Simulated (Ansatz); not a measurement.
Total energies of B₉N₉ (started as a model of: (BN)9 cage of four- and six-membered rings) from Ansatz at PBE-D4/def2-SVP, gas phase (1 Eh = 27.2114 eV = 2625.5 kJ/mol). The reference geometry is relaxed at PBE-D4/def2-SVP.

```csv
atom,x (Å),y (Å),z (Å)
B1,1.659,0.890,0.600
N2,1.884,0.206,-0.695
B3,0.859,1.256,-1.035
N4,0.963,2.123,0.190
B5,-0.029,1.467,1.111
N6,0.864,0.447,1.768
B7,0.430,-0.919,1.536
N8,1.195,-1.891,0.681
B9,1.318,-1.129,-0.611
N10,0.041,-1.556,-1.285
B11,-0.167,-1.965,0.124
N12,-0.978,-1.314,1.178
B13,-0.845,-0.443,-1.574
N14,-0.395,0.988,-1.715
N15,-1.415,1.229,0.748
B16,-1.734,-0.232,0.572
N17,-2.158,-0.231,-0.871
B18,-1.492,1.075,-0.723
```

| state | geometry | energy (Eh) |
| --- | --- | --- |
| charge 0 singlet | reference | -715.60199 |
| charge 1 doublet | reference | -715.24663 |
| charge -1 doublet | reference | -715.61102 |
| charge -1 doublet | relaxed at PBE-D4/def2-SVP | -715.63569 |
| free B atom (doublet) | – | -24.58153 |
| free N atom (quartet) | – | -54.46658 |

**Question.** Work out the vertical ionisation energy to the doublet.

**Answer.** E(charge 1 doublet) − E(charge 0 singlet) = -715.24663 − (-715.60199) = 0.35536 Eh = 9.67 eV. For comparison, −ε of the highest occupied level is 7.19 eV at this level, 2.48 eV less.

**Question.** Work out the vertical electron affinity, to the doublet.

**Answer.** E(charge 0 singlet) − E(charge -1 doublet) = -715.60199 − (-715.61102) = 0.00903 Eh = 0.25 eV. The basis lacks diffuse functions, which makes affinities too small.

**Question.** Give the fundamental gap IE − EA, the Mulliken electronegativity (IE + EA)/2 and the hardness (IE − EA)/2.

**Answer.** From the values in Eh: IE − EA = 0.35536 − 0.00903 = 0.34633 Eh = 9.42 eV; (IE + EA)/2 = 4.96 eV; (IE − EA)/2 = 4.71 eV. The HOMO–LUMO gap of the same run is 4.89 eV, 4.53 eV smaller than the fundamental gap.

**Question.** How much does the charge -1 doublet relax, and what is the adiabatic electron affinity?

**Answer.** Relaxation: -715.61102 − (-715.63569) = 0.02467 Eh = 0.67 eV. Adiabatic electron affinity: 0.03370 Eh = 0.92 eV, without zero-point energy. 

**Question.** What is the binding energy per atom against free atoms?

**Answer.** Atoms: 9 × (-24.58153) + 9 × (-54.46658) = -711.43299 Eh. Binding: -711.43299 − (-715.60199) = 4.16900 Eh = 113.44 eV, or 6.30 eV for each of 18 atoms (no zero-point energy, no counterpoise term).

At PBE-D4/def2-SVP the highest occupied level of the charge -1 doublet lies above zero (up to 1.97 eV). Energy differences disagree on whether the electron is bound (positive means bound): 0.25 eV (vertical, to the charge 0 singlet, at PBE-D4/def2-SVP), but -0.07 eV at PBE0-D4/def2-SVP. At PBE-D4/def2-SVP the highest occupied level of the relaxed charge -1 doublet lies above zero (up to 0.76 eV). By energy differences its removal costs 0.92 eV (each at its own geometry, to the charge 0 singlet, at PBE-D4/def2-SVP); self-interaction error and the lack of diffuse functions both raise the level. At PBE-D4/def2-SVP the gap within one spin of the charge -1 doublet nearly closes, so an electron or hole may be smeared out by delocalisation error.
